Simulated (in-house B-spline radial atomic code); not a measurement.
Configurations of neutral oxygen, with energies counted from [He] 2s2 (2p1/2)2 (2p3/2)2. Computed with a radial B-spline atomic code at the basis-set limit: Dirac-Hartree-Fock, average of each configuration as written, Fermi nucleus of rms radius 2.6991 fm. Energies include first-order Breit, QED and recoil terms.

Occupations are held fixed; configurations that lie above the ionisation limit could autoionise.

```json
{"configuration": "[He] 2s2 (2p1/2)1 (2p3/2)3", "E - E(ref) (eV)": "-0.27569", "highest orbital": "2p3/2", "its <r> (bohr)": "1.242"}
{"configuration": "[He] 2s2 (2p3/2)3 (5p1/2)1", "E - E(ref) (eV)": "14.191", "highest orbital": "5p1/2", "its <r> (bohr)": "27.11"}
{"configuration": "[He] 2s2 (2p3/2)3 (5d5/2)1", "E - E(ref) (eV)": "14.373", "highest orbital": "5d5/2", "its <r> (bohr)": "34.28"}
{"configuration": "[He] 2s2 (2p3/2)3 (6p1/2)1", "E - E(ref) (eV)": "14.439", "highest orbital": "6p1/2", "its <r> (bohr)": "41.6"}
{"configuration": "[He] 2s1 (2p1/2)2 (2p3/2)2 (6p1/2)1", "E - E(ref) (eV)": "31.304", "highest orbital": "6p1/2", "its <r> (bohr)": "40.47"}
{"configuration": "[He] 2s1 (2p3/2)4 (4d3/2)1", "E - E(ref) (eV)": "31.695", "highest orbital": "4d3/2", "its <r> (bohr)": "20.87"}
{"configuration": "[He] 2s1 (2p3/2)4 (5f7/2)1", "E - E(ref) (eV)": "32.005", "highest orbital": "5f7/2", "its <r> (bohr)": "31.5"}
{"configuration": "[He] 2s1 (2p3/2)4 (6d5/2)1", "E - E(ref) (eV)": "32.169", "highest orbital": "6d5/2", "its <r> (bohr)": "50.67"}
```

Question: Order these further configurations by energy, lowest first.
A. [He] 2s2 (2p1/2)1 (2p3/2)2 (5f5/2)1
B. [He] 2s1 (2p1/2)1 (2p3/2)4
C. [He] 2s1 (2p1/2)1 (2p3/2)3 (5d5/2)1
D. [He] 2s2 (2p3/2)3 (6g7/2)1
E. [He] 2s2 (2p1/2)1 (2p3/2)2 6s1

Answer: E (13.608 eV), A (13.646 eV), D (14.542 eV), B (18.027 eV), C (30.94 eV).

Question: How far above the reference does [He] 2s1 (2p3/2)4 (4f5/2)1 lie?

Answer: 31.699 eV; its least bound orbital is 4f5/2 with <r> = 18 bohr.

Question: How far above the reference does [He] 2s1 (2p3/2)4 (3p1/2)1 lie?

Answer: 29.986 eV; its least bound orbital is 3p1/2 with <r> = 7.146 bohr.

Question: How far above the reference does [He] 2s2 (2p3/2)4 lie?

Answer: 0.66154 eV; its least bound orbital is 2p3/2 with <r> = 1.244 bohr.

Question: Is the reference the lowest configuration at this level of theory?

Answer: No: [He] 2s2 (2p1/2)1 (2p3/2)3 lies 0.2757 eV lower. Averages of configurations without correlation can order differently from the measured ground levels.
